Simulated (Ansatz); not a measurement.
`[SiH3][SiH2]BCl` + H₂O → `O[SiH2][SiH3]` + `BCl`  (formal hydrolysis of the Si–B bond)

Program: Ansatz. Geometries: PBE0-D4/def2-TZVP. ΔE: electronic, gas phase. CCSD(T)/CBS adds triple-zeta CCSD(T) − MP2 to the extrapolated MP2 energy (def2 sets, frozen cores). This one scheme is used for every species. DFT in def2-TZVPP. B3LYP here is the variant with VWN-RPA as its local correlation; programs differ in this. HSE06 is defined as in plane-wave codes. One conformer a species, not always the lowest.

(1) Is it downhill or uphill in electronic energy at CCSD(T)/CBS, and by how much? (Estimate.)

(2) What do these levels give: PBE-D4, BLYP-D4, r2SCAN-D4, PBE0-D4, B3LYP-D4, HSE06-D4, ωB97X-V, BLYP, r2SCANh, LC-ωPBE, MP2/def2-SVP, SCS-MP2/def2-QZVPP? (Best estimate.)

Largest T1 diagnostic among the species: 0.014.

Answers

(1) Ansatz gave: Downhill: ΔE = -0.87 eV.

(2) The calculation gave: PBE-D4 -0.70, BLYP-D4 -0.87, r2SCAN-D4 -0.86, PBE0-D4 -0.76, B3LYP-D4 -0.91, HSE06-D4 -0.76, ωB97X-V -0.92, BLYP -0.95, r2SCANh -0.88, LC-ωPBE -0.89, MP2/def2-SVP -0.87, SCS-MP2/def2-QZVPP -1.00 eV.

From BLYP to BHLYP (50 % exact exchange), in def2-TZVPP and without D4, ΔE moves by −0.12 eV. In def2-TZVPP, CCSD(T) changes the Hartree–Fock value by +0.31 eV (the triples alone add +0.04 eV) and MP2 by +0.26 eV.
